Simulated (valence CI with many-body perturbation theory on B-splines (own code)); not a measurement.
**Hyperfine factors and g values of Ge¹¹⁺**

Calculated by relativistic CI+MBPT: three valence electrons over a frozen Dirac-Fock core [Ar], a basis of 9 s, 9 p, 10 d, 8 f, 5 g, 3 h, 1 i functions for each j, with the one-electron correlation potential Σ1 (screened to all orders), the two-electron term Σ2, the three-electron term Σ3, Breit, model QED; selected single and double excitations, second order for the rest, scaled by the run's own slope (own B-spline code, finite nucleus).

No measured spectrum was set against this ion. As an estimate, terms of the open shell hold to 2 to 4 % of their energy, and close levels can change places. Core correlation moves these levels by up to 3500 cm⁻¹, and in measured spectra 5 to 20 % of such shifts remained as error; rates that hang on mixing are uncertain with them. Only levels of the ground parity were solved; by the run's estimate the other parity begins above the list, which can be wrong where configurations are misplaced.

A/g_I is the dipole constant over the nuclear g factor μ/I (μ in nuclear magnetons, uniformly magnetised nucleus), B/Q the quadrupole constant per barn. Both hold the static response of the core; the bare values leave it out. Large factors of s and p1/2 electrons are usually good to 5 to 10 %; those of open d and f shells near neutrality can be off by tens of per cent, and small factors of p3/2, d and f electrons come from cancelling terms and can be off by a factor of two or in sign, in half-filled shells by more. B is blank for J = 1/2, where it vanishes, and for nearly pure S terms. Energies count from the lowest level.

Names give the largest LS component (configuration and term), which can be under half, so a name can repeat, a term be missing and a line seem to break the LS rules; names also repeat where a configuration has a term twice. Letters in brackets count levels of one name in rising energy.

```csv
Level,E (eV),g,A/g_I (MHz),A/g_I bare,B/Q (MHz/b),B/Q bare
3d3 4F_3/2,0.000,0.403,3350,3160,-709,-733
3d3 4F_5/2,0.320,1.028,1890,1920,-695,-719
3d3 4F_7/2,0.711,1.236,1470,1580,-944,-977
3d3 4F_9/2,1.144,1.328,1380,1510,-1360,-1410
3d3 4P_1/2,4.151,2.557,-2480,-1900,,
3d3 4P_3/2,4.156,1.659,1210,1450,-1520,-1580
3d3 2G_7/2,4.579,0.890,2350,2330,1110,1150
3d3 4P_5/2,4.671,1.594,391,621,1940,2010
3d3 2G_9/2,4.861,1.083,1930,1980,1790,1850
3d3 2D_3/2 [a],5.741,1.085,2150,2190,-1920,-1990
3d3 2P_1/2,5.988,0.777,282,229,,
3d3 2H_9/2,6.386,0.940,1930,1930,3210,3310
3d3 2H_11/2,6.499,1.090,1880,1940,4220,4360
3d3 2D_5/2 [a],6.684,1.203,1590,1680,-1390,-1450
3d3 2P_3/2,6.981,1.115,1620,1680,258,259
3d3 2F_7/2,10.006,1.141,1850,1920,1300,1350
3d3 2F_5/2,10.175,0.859,1950,1920,1610,1670
3d3 2D_5/2 [b],15.530,1.197,1380,1470,3060,3160
3d3 2D_3/2 [b],15.685,0.799,3160,3100,2500,2580
```

(1) Take the isotope of mass number 73, with I = 9/2, μ = -0.87824 μN and Q = -0.196 b. What is the hyperfine structure of 3d3 2G_7/2?

Results:

(1) From the table A = -459 MHz, B = -217 MHz. Shifts from the centre of gravity in MHz: F = 1: 8740, F = 2: 7850, F = 3: 6510, F = 4: 4720, F = 5: 2450, F = 6: -289, F = 7: -3530, F = 8: -7280.
